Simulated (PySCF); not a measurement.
**Correlation energy of Ne²⁺ (neon, charge +2)**

[He] 2s1 2p4 3s1, high-spin 5P determinant (an excited configuration). Computed with PySCF 2.14 in aug-cc-pCVTZ-DK with one added diffuse shell each of s, p, d, f type (8s7p5d3f, 75 functions), with the spin-free X2C one-electron Hamiltonian (Gaussian nucleus). Frozen: 1s2; 6 electrons correlated.

MP2 pair energies summed by pair of shells (mhartree):

```
 pair  energy  share (%)
2p-2p  -87.77       73.6
2p-3s  -16.37       13.7
2s-2p  -14.71       12.3
2s-3s   -0.48        0.4
```

Total MP2 correlation energy: -119.33 mhartree.

Same-spin part -37.17 and opposite-spin part -82.16 mhartree; SCS-MP2 scales them by 1/3 and 6/5 to -110.98 mhartree.
